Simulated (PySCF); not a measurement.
Te(Me)(SiMe3) (C₄H₁₂SiTe), SMILES [Si](C)([Te]C)(C)C.

Geometry optimised at B3LYP-D3(BJ)/def2-SVP. The def2 effective core potentials stand for the cores of Te; spin–orbit coupling is left out. Other conformers were not sampled.

These are B3LYP-D3(BJ)/def2-SVP run with PySCF 2.14.0 values and carry that method's errors.

Frequencies are harmonic and unscaled.

| mode | ν (cm⁻¹) | IR (km/mol) | moving atoms (share of kinetic energy) |
|---|---|---|---|
| 1 | 31 | 0.4 | C 64 %, H 30 % |
| 2 | 96 | 0.0 | H 97 % |
| 3 | 107 | 0.4 | C 66 %, H 29 % |
| 4 | 147 | 0.2 | C 47 %, H 39 % |
| 5 | 157 | 0.0 | H 94 % |
| 6 | 163 | 0.1 | C 48 %, H 41 % |
| 7 | 170 | 0.0 | H 94 % |
| 8 | 174 | 0.3 | H 69 %, C 22 %, Te 9 % |
| 9 | 183 | 0.8 | H 48 %, C 37 %, Te 15 % |
| 10 | 212 | 1.5 | C 44 %, H 36 %, Si 20 % |
| 11 | 223 | 1.9 | C 41 %, H 33 %, Si 24 % |
| 12 | 326 | 21.0 | Si 57 %, H 18 %, C 12 %, Te 12 % |
| 13 | 508 | 0.7 | C 75 %, H 14 %, Te 10 % |
| 14 | 615 | 23.6 | C 64 %, H 22 %, Si 14 % |
| 15 | 686 | 0.1 | H 84 %, C 15 % |
| 16 | 687 | 8.5 | H 46 %, C 38 %, Si 16 % |
| 17 | 693 | 6.3 | H 48 %, C 37 %, Si 15 % |
| 18 | 754 | 10.1 | H 63 %, C 24 %, Si 13 % |
| 19 | 754 | 14.1 | H 60 %, C 25 %, Si 15 % |
| 20 | 828 | 5.1 | H 88 %, C 12 % |
| 21 | 837 | 48.0 | H 84 %, C 14 % |
| 22 | 860 | 67.7 | H 62 %, C 23 %, Si 16 % |
| 23 | 860 | 173.5 | H 64 %, C 22 %, Si 14 % |
| 24 | 862 | 85.4 | H 63 %, C 22 %, Si 15 % |
| 25 | 1235 | 19.3 | H 85 %, C 14 % |
| 26 | 1263 | 27.5 | H 78 %, C 22 % |
| 27 | 1265 | 24.9 | H 78 %, C 22 % |
| 28 | 1273 | 4.2 | H 80 %, C 20 % |
| 29 | 1422 | 0.2 | H 95 % |
| 30 | 1429 | 0.1 | H 95 % |
| 31 | 1431 | 0.0 | H 95 % |
| 32 | 1434 | 4.1 | H 96 % |
| 33 | 1436 | 9.4 | H 96 % |
| 34 | 1443 | 1.4 | H 95 % |
| 35 | 1445 | 3.9 | H 95 % |
| 36 | 1448 | 8.6 | H 96 % |
| 37 | 3022 | 4.4 | H 97 % |
| 38 | 3023 | 9.0 | H 97 % |
| 39 | 3026 | 6.1 | H 97 % |
| 40 | 3062 | 14.7 | H 98 % |
| 41 | 3109 | 0.1 | H 91 %, C 9 % |
| 42 | 3110 | 13.3 | H 91 %, C 9 % |
| 43 | 3113 | 7.9 | H 91 %, C 9 % |
| 44 | 3127 | 3.5 | H 91 %, C 9 % |
| 45 | 3129 | 3.0 | H 91 %, C 9 % |
| 46 | 3129 | 7.2 | H 91 %, C 9 % |
| 47 | 3177 | 1.5 | H 90 %, C 10 % |
| 48 | 3182 | 2.2 | H 90 %, C 10 % |
